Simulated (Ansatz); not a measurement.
One change: `OC#CC[SiH3]` becomes `OC#CO`.

Ansatz, PBE0-D4/def2-TZVP geometries, multiplicity 1. Each molecule was computed in one conformer, which needn't be the lowest.

```csv
property,`OC#CC[SiH3]`
HOMO energy (B3LYP/def2-TZVPP) / eV,-6.64
HOMO energy (ωB97M-V/def2-TZVPP) / eV,-9.12
HOMO–LUMO gap (B3LYP/def2-TZVPP) / eV,6.72
LUMO energy (ωB97M-V/def2-TZVPP) / eV,1.94
HOMO–LUMO gap (ωB97M-V/def2-TZVPP) / eV,11.06
size of the dipole moment (B3LYP/def2-TZVPP) / D,1.95
```

(1) Give the same properties after the change, and the shifts. (Estimate.)

Results:

(1) Ansatz gave: 
```tsv
property	`OC#CO`	shift
HOMO energy (B3LYP/def2-TZVPP) / eV	-6.59	0.05
HOMO energy (ωB97M-V/def2-TZVPP) / eV	-9.08	0.04
HOMO–LUMO gap (B3LYP/def2-TZVPP) / eV	6.81	0.09
LUMO energy (ωB97M-V/def2-TZVPP) / eV	2.13	0.19
HOMO–LUMO gap (ωB97M-V/def2-TZVPP) / eV	11.22	0.16
size of the dipole moment (B3LYP/def2-TZVPP) / D	2.02	0.07
```

With PBE0 the HOMO rises by 0.06 eV and the LUMO rises by 0.16 eV, so the gap widens by about 0.10 eV. PBE moves the HOMO by 0.14 eV and ωB97M-V by 0.04 eV. The zero-point energy changes by -101.5 kJ/mol with -15 modes. Dipoles are sizes alone; their direction can turn.

B3LYP here is the variant with VWN-RPA as its local correlation; programs differ in this.
